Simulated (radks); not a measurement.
Results of a calculation; reference values are marked as such.
All-electron atom: Er V in [Xe] 4f8 5d2 (not the ground configuration).

Level of theory: scalar-relativistic Kohn-Sham, BLYP, spin-unpolarised, spherical densities, finite nucleus; Fermi nuclear charge, rms radius 5.2516 fm (a radial shooting solver on a logarithmic mesh with Libxc functionals).

Energy parts (eV):
| part | energy |
|---|---|
| total | -355947.01 |
| kinetic | 385876.19 |
| electron-nucleus | -868902.07 |
| Hartree | 134573.71 |
| exchange-correlation | -7494.83 |

Orbitals (lengths in bohr, moments of r in powers of bohr):
| orbital | occ. | eigenvalue (eV) | <1/r> |
|---|---|---|---|
| 1s | 2 | -57441.27 | 77.54 |
| 2s | 2 | -9713.594 | 18.05 |
| 2p | 6 | -8601.152 | 16.67 |
| 3s | 2 | -2238.772 | 6.655 |
| 3p | 6 | -1900.330 | 6.218 |
| 3d | 10 | -1476.016 | 5.893 |
| 4s | 2 | -502.2021 | 2.830 |
| 4p | 6 | -390.0024 | 2.596 |
| 4d | 10 | -239.5369 | 2.310 |
| 4f | 8 | -73.3246 | 1.851 |
| 5s | 2 | -108.0242 | 1.145 |
| 5p | 6 | -78.4743 | 0.9900 |
| 5d | 2 | -42.3825 | 0.7307 |

The highest occupied level is 5d at -42.383 eV. The density falls to 0.001 e/bohr^3 at r = 3.27 bohr. Summed over all electrons, <r^2> = 33.90 bohr^2, which gives a Langevin (diamagnetic) susceptibility term of -26.8 x 10^-6 cm^3/mol. The electron density at the nucleus is 9.203e+05 e/bohr^3 (large components only).
